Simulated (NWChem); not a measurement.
System meant: C₂H₅NOSi; SMILES O=C/N=C/[SiH3]

Here is an NWChem input.

```
start job
memory heap 200 mb stack 900 mb global 1100 mb
geometry units angstroms noautoz
  O      0.147038     2.902828     0.473210
  C     -0.348585     1.885447     0.097407
  N      0.231184     0.607643     0.309523
  C     -0.438907    -0.370870    -0.163318
  Si     0.167997    -2.160273     0.016274
  H     -1.326720     1.858597    -0.461681
  H     -1.402984    -0.178799    -0.695209
  H     -0.884557    -2.933478     0.742138
  H      1.458230    -2.185185     0.753977
  H      0.318119    -2.735749    -1.354459
end
basis spherical
  O library def2-svp
  C library def2-svp
  N library def2-svp
  Si library def2-svp
  H library def2-svp
end
dft
  xc pbe0
  iterations 4
  mulliken
end
task dft energy
```

End of the output:

```
    Atom       Charge   Shell Charges
 -----------   ------   -------------------------------------------------------
    1 O    8     8.10   1.97  0.93  0.64  2.68  1.85  0.03
    2 C    6     5.90   1.96  0.62  0.32  1.77  0.99  0.24
    3 N    7     7.09   1.97  0.81  0.48  2.17  1.59  0.06
    4 C    6     6.10   1.97  0.65  0.35  1.82  1.20  0.11
    5 Si  14    13.57   2.00  1.93  0.67  0.34  5.82  1.34  1.21  0.25
    6 H    1     1.02   0.65  0.31  0.07
    7 H    1     0.99   0.64  0.29  0.07
    8 H    1     1.08   0.64  0.42  0.02
    9 H    1     1.07   0.63  0.41  0.02
   10 H    1     1.08   0.64  0.42  0.02

 center of mass
 --------------
 x =   0.04662789 y =  -0.13503926 z =  -0.00002218

 moments of inertia (a.u.)
 ------------------
        1228.630228875895          -0.000000000000           0.000000000000
          -0.000000000000          64.263077277709          -0.000000000000
           0.000000000000          -0.000000000000        1271.726592445448

     Multipole analysis of the density
     ---------------------------------

     L   x y z        total         alpha         beta         nuclear
     -   - - -        -----         -----         ----         -------
     0   0 0 0     -0.000000    -23.000000    -23.000000     46.000000

     1   1 0 0     -0.900491     -0.450245     -0.450245      0.000000
     1   0 1 0      1.154129      0.577065      0.577065      0.000000
     1   0 0 1     -0.000019     -0.000010     -0.000010      0.000000

     2   2 0 0    -28.093787    -34.181428    -34.181428     40.269068
     2   1 1 0      2.677717     -1.732093     -1.732093      6.141903
     2   1 0 1     -0.000013      0.000535      0.000535     -0.001083
     2   0 2 0    -33.133443   -343.282628   -343.282628    653.431813
     2   0 1 1      0.002059     -0.001473     -0.001473      0.005005
     2   0 0 2    -27.719811    -19.110492    -19.110492     10.501172

 ------------------------------------------------------------------------
 dft energy failed                                                                                  0
 ------------------------------------------------------------------------
 ------------------------------------------------------------------------
  current input line :
    27: task dft energy
 ------------------------------------------------------------------------
 ------------------------------------------------------------------------
 This type of error is most commonly associated with calculations not reaching convergence criteria
 ------------------------------------------------------------------------
 For more information see the NWChem manual at https://nwchemgit.github.io

0:dft energy failed:Received an Error in Communication
```

Problem. Find the fault in this run and fix the input.

Solution. The run did not converge; its last values are not results. Cause: the SCF was allowed too few iterations. This input runs:
```
start job
memory heap 200 mb stack 900 mb global 1100 mb
geometry units angstroms noautoz
  O      0.147038     2.902828     0.473210
  C     -0.348585     1.885447     0.097407
  N      0.231184     0.607643     0.309523
  C     -0.438907    -0.370870    -0.163318
  Si     0.167997    -2.160273     0.016274
  H     -1.326720     1.858597    -0.461681
  H     -1.402984    -0.178799    -0.695209
  H     -0.884557    -2.933478     0.742138
  H      1.458230    -2.185185     0.753977
  H      0.318119    -2.735749    -1.354459
end
basis spherical
  O library def2-svp
  C library def2-svp
  N library def2-svp
  Si library def2-svp
  H library def2-svp
end
dft
  xc pbe0
  iterations 150
  mulliken
end
task dft energy
```
It converges to -498.03132 Ha (PBE0/def2-SVP).
